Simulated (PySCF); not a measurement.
# Frontier orbitals and the lowest excitations

Compound: C3H12OSi2.
Z-matrix (Å and degrees, PBE0-D3(BJ)/def2-SVP geometry), rows numbered from 1:
```
C 
Si  1  1.8737
C   2  1.8743  1  110.58
C   2  1.8690  1  111.03  3  -123.71
O   2  1.6752  1  108.55  3   119.15
Si  5  1.6489  2  145.46  1   -66.33
H   1  1.1018  2  111.01  3    62.03
H   1  1.1013  2  110.90  3  -178.01
H   1  1.1016  2  111.25  3   -57.97
H   3  1.1014  2  110.91  1   177.03
H   3  1.1016  2  111.38  1    56.91
H   3  1.1018  2  110.98  1   -63.10
H   4  1.1016  2  111.07  1    61.06
H   4  1.1011  2  110.88  1  -178.77
H   4  1.1011  2  110.80  1   -59.03
H   6  1.4968  5  110.94  2    60.97
H   6  1.4912  5  108.90  2  -179.16
H   6  1.4967  5  110.88  2   -59.28
```

Level of theory: TDDFT PBE0/def2-SVPD, vertical, gas phase, core orbitals frozen in the response (PySCF 2.14.0, density-fitted response routines).

Kohn–Sham orbitals with the atoms that hold most of them (Löwdin shares over 4%, at most four atoms; ? is withheld):

```
orbital  ε (eV)                               atoms
 LUMO+2    1.13     Si6 29%, C4 11%, H13 8%, H17 7%
 LUMO+1    0.71  Si6 33%, H17 10%, H18 10%, H16 10%
   LUMO    0.17                                   ?
   HOMO   -8.10     O5 27%, C1 18%, C3 13%, Si2 12%
 HOMO-1   -8.20                                   ?
 HOMO-2   -9.09   Si6 20%, H18 14%, H16 12%, O5 12%
 HOMO-3   -9.12    Si6 22%, H17 19%, C4 14%, O5 13%
```

Problem. Which atoms hold the HOMO-1, and with what shares?

Solution. O5 (bonded to 2 Si) 23%; C4 (bonded to Si and 3 H) 20%; Si2 (bonded to 3 C and O) 14%; C3 (bonded to Si and 3 H) 11%. By element: carbon 31% or more, oxygen 23%, silicon 14% or more.

Problem. Give the leading atoms of the LUMO.

Solution. Si6 (bonded to O and 3 H) 24%; Si2 (bonded to 3 C and O) 13%; O5 (bonded to 2 Si) 7%; H16 (bonded to Si) 7%. By element: silicon 36%, oxygen 7%, hydrogen 7% or more.

Problem. The HOMO–LUMO gap is 8.27 eV. Where does the response calculation put the lowest singlet, and from which orbitals?

Solution. S1 is at 7.05 eV (f = 0.011), 1.22 eV below the gap, made of HOMO→LUMO (92%). Without the coupling terms of the response equations the lowest excitation would equal the gap.

Problem. One configuration dominates each of S1, S2 and S3. Which, and how do the shares of the two leading atoms of either orbital change from the occupied to the empty one?

Solution. 
- S1 (7.05 eV, f 0.011), HOMO→LUMO (92%): O5 27% → 7%, C1 18% → at most 7%, Si6 at most 13% → 24%, Si2 12% → 13%
- S2 (7.20 eV, f 0.015), HOMO-1→LUMO (92%): O5 23% → 7%, C4 20% → at most 7%, Si6 at most 11% → 24%, Si2 14% → 13%
- S3 (7.67 eV, f 0.0080), HOMO→LUMO+1 (80%): O5 27% → at most 10%, C1 18% → at most 10%, Si6 at most 13% → 33%, H17 at most 13% → 10%

Löwdin shares depend on the basis, the more so with diffuse functions.
